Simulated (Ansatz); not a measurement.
Geometry optimisation, RKS B3LYP-D4/def2-mTZVP in Ansatz 0.2.0.

The input (input.yaml):

```yaml
crystal:
  periodic: [false, false, false]
  atoms:
    - { symbol: Si, position_ang: [-0.0208, 1.0937, -0.3186] }
    - { symbol: B, position_ang: [0.5184, -0.6561, 0.1153] }
    - { symbol: Cl, position_ang: [1.7995, -1.4665, -0.9047] }
    - { symbol: Se, position_ang: [-0.2329, -1.6172, 1.6641] }
    - { symbol: H, position_ang: [-0.603, 1.1402, -1.7173] }
    - { symbol: H, position_ang: [-1.1184, 1.5738, 0.6095] }
    - { symbol: H, position_ang: [1.0967, 2.0661, -0.2382] }
    - { symbol: H, position_ang: [-1.3473, -2.1911, 0.7341] }
basis:
  gaussian: { orbitals: def2-mTZVP }
hamiltonian:
  xc: b3lyp
  dispersion: d4
relax:
  f_tol: 0.02
  max_steps: 50
output:
  orbitals: {}
```

Command:

```bash
$ ansatz run input.yaml --threads 2 --pin off --max-ram 3072MiB --backend cpu --events-out ev --progress --plain --runs-dir out
```

Task: Where does it end, and by what steps?

Result: It converged. The force dipped under the threshold on the way, but the program's further checks kept it going. After 17 steps the energy has fallen by 0.960 eV; H8 moved furthest, 1.21 Å.

```tsv
step	energy less start (eV)	largest force component (eV/Å)	accepted
0	0.0000	2.513	yes
1	-0.2422	1.120	yes
2	-0.2946	0.169	yes
3	-0.3670	0.451	yes
4	-0.4900	0.849	yes
5	-0.6366	0.936	yes
6	-0.7712	0.772	yes
7	-0.8873	0.822	yes
8	-0.9432	0.258	yes
9	-0.9530	0.088	yes
10	-0.9580	0.051	yes
11	-0.9568	0.084	no
12	-0.9589	0.012	yes
13	-0.9594	0.038	yes
14	-0.9596	0.032	yes
15	-0.9600	0.021	yes
16	-0.9601	0.025	yes
17	-0.9601	0.016	yes
```

```xyz
8
Properties=species:S:1:pos:R:3
Si -0.118 1.024 -0.380
B 0.593 -0.832 -0.041
Cl 2.088 -1.343 -0.854
Se -0.231 -2.136 1.119
H -0.402 1.199 -1.827
H -1.368 1.274 0.384
H 0.895 2.033 0.022
H -1.366 -1.276 1.521
```

Time of the run: 33 s on 2 threads of Intel(R) Xeon(R) 6975P-C (Granite Rapids), with other jobs on the host, peak memory 0.28 GiB.
